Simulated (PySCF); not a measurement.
Computed IR spectrum (relative IR intensity) of a molecule C3H8BNO. Geometry: PBE-D3(BJ)/def2-SVP. Other conformers were not sampled. Computed with PBE-D3(BJ)/def2-SVP in PySCF. Harmonic, unscaled wavenumbers; measured fundamentals usually lie a few per cent lower.

Lines under 2 % of the strongest are left out, and lines within 2 cm⁻¹ are merged.

ν (cm⁻¹): 351 (s), 536 (vw), 833 (vw), 852 (w), 912 (vw), 1016 (w), 1057 (vw), 1096 (w), 1148 (vw), 1175 (w), 1292 (m), 1307 (w), 1347 (w), 1356 (m), 1433 (w), 1563 (vs), 2962 (w), 2968 (w), 3014 (vw), 3063 (w), 3067 (vw), 3077 (vw), 3532 (w), 3645 (w) (against the strongest line: vs over 80 %, s over 45 %, m over 15 %, w over 4 %, vw less)

### Question
Identify the compound among the candidates.
(A) OB1CCCN1
(B) C[C@@H]1CB(N)O1
(C) C/N=C/B(C)O
(D) C=CB(N)OC

### Answer
B, C[C@@H]1CB(N)O1
